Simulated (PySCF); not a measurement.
Species: C₅H₅O₃ (charge -1).
Cartesian coordinates in Å at the GFN2-xTB level; atoms count from 1:
```
atom  x, y, z in Å
C1    -2.0999    0.4237   -0.2188
O2    -1.3449   -0.6788   -0.6204
C3     0.0377   -0.4948   -0.5255
C4     0.9378   -1.4539   -0.8695
O5     2.2157   -0.9832   -0.6675
C6     2.1131    0.3209   -0.1779
O7     3.1402    0.9672    0.0864
C8     0.7547    0.6364   -0.0861
H9    -1.9160    0.6829    0.8324
H10   -3.1500    0.1458   -0.3410
H11   -1.8878    1.3084   -0.8336
H12    0.8278   -2.4502   -1.2482
H13    0.3673    1.5760    0.2589
```

Structure optimised with GFN2-xTB, isolated species.

Masses are those of the commonest isotopes; rigid-rotor values at the optimised geometry. The values belong to one conformer with, in the numbering `[CH3:1][O:2][c:3]1[cH:4][o:5][c:6]([O-:7])[cH:8]1`, C1–O2–C3–C4 180°.

Problem. Give the principal moments of inertia and the rotational constants in MHz.

Solution. Ia = 93.75, Ib = 355.67, Ic = 446.23 u·Å²; 505379 MHz·u·Å²/I gives A = 5391, B = 1421, C = 1133 MHz.

Problem. Classify the top.

Solution. An asymmetric top. Ray's parameter κ = (2B − A − C)/(A − C) = -0.865; −1 is the prolate and +1 the oblate limit.

Problem. What does the inertial defect say?

Solution. Not planar: Δ = Ic − Ia − Ib = -3.19 u·Å². For a rigid frame Δ = −2 Σ m c², so Σ m c² = 1.60 u·Å² lies off the ab plane, practically all of it from hydrogen. The atom farthest from that plane is 0.89 Å away.

Problem. Give the other two planar moments, Paa and Pbb, and the rms extents of the mass along the axes.

Solution. Paa = Σ m a² = (Ib + Ic − Ia)/2 = 354.07 and Pbb = Σ m b² = (Ia + Ic − Ib)/2 = 92.16 u·Å². With the mass M = 113.02 u, the rms extents √(P/M) along a, b and c are 1.77, 0.90, 0.12 Å.

Problem. Estimate the classical rotational partition function at 100 K, 200 K and 500 K.

Solution. Point group Cs, symmetry number σ = 1; q = (√π/σ)·√((kT/h)³/(ABC)), k/h = 20836.6 MHz/K: 57200 at 100 K, 162000 at 200 K, 640000 at 500 K.

Not checked by GFN2-xTB frequencies. These are rigid-rotor constants of the computed structure; measured ground-state constants (B0) also hold zero-point vibration.
